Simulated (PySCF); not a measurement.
Run record: geometry optimisation, `C#C[SiH2][Te][SiH2]O`.

Computed with PBE0-D3(BJ)/def2-SVP geometry optimisation, gas phase, def2 core potentials past Kr (PySCF 2.14.0). Start geometry: GFN2-xTB. A driver script takes a list of jobs; this job's settings line and coordinates (Å) are shown.

Input:
```
{"job": {"xc": "PBE0", "basis": "def2-SVP", "d3": "d3bj", "grid": 1, "maxiter": 30, "shake": 0.01, "kind": "geom"}, "charge": 0, "multiplicity": 1}
C     -1.679490     1.789740    -0.079230
C     -1.639180     0.608770    -0.071000
Si    -1.449090    -1.233540    -0.091610
Te     0.703140    -1.843800    -1.281620
Si     2.153440    -0.286990    -0.021950
O      1.366720     1.020350     0.553510
H     -1.780930     2.862470    -0.090820
H     -2.539910    -1.776970    -0.832350
H     -1.482650    -1.632610     1.342090
H      3.185090     0.153680    -0.929650
H      2.731380    -0.916560     1.170100
H      0.471180     1.227190     0.323510
```

Output:
```
step   0  E = -1001.35474296  max force = 0.085184
step   1  E = -1001.36326328  max force = 0.007986
step   2  E = -1001.36362156  max force = 0.005839
step   3  E = -1001.36415897  max force = 0.003891
step   4  E = -1001.36441109  max force = 0.001484
step   5  E = -1001.36468981  max force = 0.001335
step   6  E = -1001.36479337  max force = 0.000814
step   7  E = -1001.36483705  max force = 0.000661
step   8  E = -1001.36488423  max force = 0.000681
step   9  E = -1001.36492260  max force = 0.001240
step  10  E = -1001.36497068  max force = 0.001030
step  11  E = -1001.36505720  max force = 0.000837
step  12  E = -1001.36507063  max force = 0.000741
step  13  E = -1001.36506762  max force = 0.000656
step  14  E = -1001.36507079  max force = 0.000531
step  15  E = -1001.36507349  max force = 0.000255
optimisation converged
```

Energies in Eh; «max force» is the largest Cartesian gradient component in Eh/bohr.

Task: How much energy does the optimisation release, in eV?

Result: E(step 0) − E(last step) = 0.010331 Eh, which is 0.281 eV.

Task: Give the first gradient maximum in eV/Å.

Result: With 1 Eh/bohr = 51.422 eV/Å, 4.380 eV/Å.

In short: final energy -1001.36507 Eh after 15 steps; dipole 1.60 D.

Task: How long does this job take on one thread of an Arm Neoverse V1 (shared host)? And the peak memory of the process?

Result: About 2.8 min, with 0.53 GiB resident at the peak, the Python interpreter and its libraries included.
Labels such as C1 count atoms from 1, the log's own numbers from 0.
